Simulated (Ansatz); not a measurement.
Reaction (formal exchange of groups at a C–C bond): `FC(F)CC(F)(F)C(F)(F)F` + `CC(F)(F)F` → `FC(F)(F)CC(F)(F)F` + `FC(F)CC(F)F`

Isolated molecules relaxed with PBE0-D4/def2-TZVP in Ansatz; ΔE leaves out vibrations. CCSD(T)/CBS adds triple-zeta CCSD(T) − MP2 to the extrapolated MP2 energy (def2 sets, frozen cores). Functionals use def2-TZVPP. B3LYP here is the variant with VWN-RPA as its local correlation; programs differ in this. HSE06 is defined as in plane-wave codes. Each species was taken in one conformer, which may not be the lowest.

`FC(F)CC(F)(F)C(F)(F)F`:

Cartesian coordinates in Å:
```
F -1.359 -0.458 -1.656
C -1.019 -1.201 -0.576
F -1.103 -2.503 -0.946
C 0.407 -0.913 -0.160
C 0.612 0.286 0.735
F -0.094 0.139 1.881
F 1.919 0.350 1.066
C 0.234 1.667 0.152
F 0.638 2.635 0.962
F -1.084 1.765 0.005
F 0.811 1.836 -1.034
H -1.757 -1.022 0.211
H 1.025 -0.813 -1.054
H 0.770 -1.768 0.415
```

`CC(F)(F)F`:

Z-matrix (Å, degrees):
```
C
C 1 1.497
H 1 1.089 2 109.3
H 1 1.089 2 109.3 3 -120.0
H 1 1.089 2 109.3 3 120.0
F 2 1.341 1 111.8 3 180.0
F 2 1.341 1 111.8 3 -60.0
F 2 1.341 1 111.8 3 60.0
```

`FC(F)(F)CC(F)(F)F`:

```xyz
11

F    -1.940    0.012   -0.560
C    -0.739   -0.357   -1.006
F    -0.654   -1.683   -0.896
F    -0.684   -0.057   -2.310
C     0.386    0.354   -0.288
C     0.474    0.115    1.203
F     1.507    0.810    1.697
F    -0.623    0.513    1.848
F     0.678   -1.169    1.500
H     0.266    1.425   -0.451
H     1.328    0.037   -0.737
```

`FC(F)CC(F)F`:

Z-matrix (Å, degrees):
```
C
F 1 1.361
C 1 1.506 2 109.8
F 1 1.355 2 107.4 3 119.1
H 1 1.094 2 107.8 3 -124.5
C 3 1.506 1 112.4 2 -62.2
H 3 1.092 1 108.6 2 58.7
H 3 1.092 1 109.2 2 177.2
F 6 1.355 3 109.5 1 -179.9
F 6 1.361 3 109.8 1 -62.2
H 6 1.094 3 113.9 1 58.7
```

```
             level  ΔE (kJ/mol)  difference from CCSD(T)/CBS
       LDA (SPW92)         -0.1                          4.8
            PBE-D4         -4.9                          0.0
         revPBE-D4         -4.8                          0.1
         r2SCAN-D4         -0.3                          4.6
            B97M-V          0.3                          5.2
           PBE0-D4         -5.3                         -0.4
          B3LYP-D4         -5.5                         -0.6
        r2SCANh-D4         -1.1                          3.8
        r2SCAN0-D4         -2.2                          2.7
          HSE06-D4         -5.4                         -0.5
          BHLYP-D4         -5.8                         -0.9
      CAM-B3LYP-D4         -4.6                          0.3
           ωB97M-V         -2.2                          2.7
               PBE         -7.4                         -2.5
            revPBE        -10.6                         -5.7
              BLYP        -10.1                         -5.2
            r2SCAN         -1.1                          3.8
              PBE0         -7.5                         -2.6
             B3LYP         -9.2                         -4.3
           r2SCANh         -2.0                          2.9
           r2SCAN0         -3.2                          1.7
             HSE06         -7.5                         -2.6
             BHLYP         -8.6                         -3.7
         CAM-B3LYP         -6.9                         -2.0
           LC-ωPBE         -7.2                         -2.3
RPA@PBE/def2-TZVPP         -4.5                          0.4
       HF/def2-SVP         -8.3                         -3.4
      MP2/def2-SVP          0.6                          5.5
  CCSD(T)/def2-SVP          1.3                          6.2
     HF/def2-TZVPP        -10.9                         -6.0
    MP2/def2-TZVPP         -5.6                         -0.7
SCS-MP2/def2-TZVPP         -7.0                         -2.1
   CCSD/def2-TZVPP         -6.0                         -1.1
CCSD(T)/def2-TZVPP         -4.6                          0.3
     HF/def2-QZVPP        -10.9                         -6.0
    MP2/def2-QZVPP         -5.8                         -0.9
SCS-MP2/def2-QZVPP         -7.3                         -2.4
      HF/CBS(def2)        -10.9                         -6.0
     MP2/CBS(def2)         -5.9                         -1.0
    CCSD/CBS(def2)         -6.2                         -1.3
       CCSD(T)/CBS         -4.9                            0
```

Largest T1 diagnostic among the species: 0.012.

At CCSD(T), def2-SVP lies +6.2 kJ/mol from the extrapolated value and def2-TZVPP +0.3 kJ/mol. Leaving LDA and LC-ωPBE aside and taking each functional with its dispersion term where it has one, the values, not all of them listed here, spread over 7.8 kJ/mol, from B2PLYP to B97M-V. LDA lies +7.3 kJ/mol from PBE without D4.
